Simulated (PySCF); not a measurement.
Al(Me)(H) (CH₄Al), SMILES [CH3][AlH+], charge +1. Coordinates come from a PBE0-D3(BJ)/def2-TZVP optimisation. The multiplicity is an assumed one; other spin states were not compared. The isomer is the one that the SMILES or the coordinates give; other isomers of the formula were not compared.

**Question.** Give the equilibrium geometry at PBE0-D3(BJ)/def2-TZVP (PySCF confirms it by a frequency run) as bond lengths and angles, and its point group. (The exact figures need the calculation; the answer reports its results.)

**Answer.** point group C3v.
Atoms: Al1 C2 H3 H4 H5 H6. Bond lengths (Å): Al1–C2 1.899, Al1–H6 1.558, C2–H3 1.094, C2–H4 1.094, C2–H5 1.094. Angles (°): C2–Al1–H6 180.0, Al1–C2–H3 110.1, Al1–C2–H4 110.1, Al1–C2–H5 110.1, H3–C2–H4 108.8, H3–C2–H5 108.8, H4–C2–H5 108.8.
Charge +1, spin multiplicity 1.
